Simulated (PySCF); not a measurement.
Removing the step error of a finite difference

System: H3BClFSi (SMILES FB([SiH3])Cl), singlet, geometry from GFN2-xTB. Level: B3LYP/6-31G*, polarisability (PySCF). Sums are taken with unrounded values, so a last digit can differ.

Second differences of the energy in a field along z gave a polarisability along z of 39.025 bohr³ at step 0.02 and 39.444 bohr³ at step 0.05 (atomic units).

Q: Extrapolate to zero step.

A: The leading error of a symmetric difference goes as h², so A(h) = A0 + c h². Then c = (39.444 - (39.025))/(0.05² - 0.02²) = 200 (atomic units) and A0 = 39.025 - c × 0.02² = 38.945 bohr³. The analytic value from the same program and level is 38.948 bohr³: the smaller step missed it by 0.077, the extrapolation by -0.002.
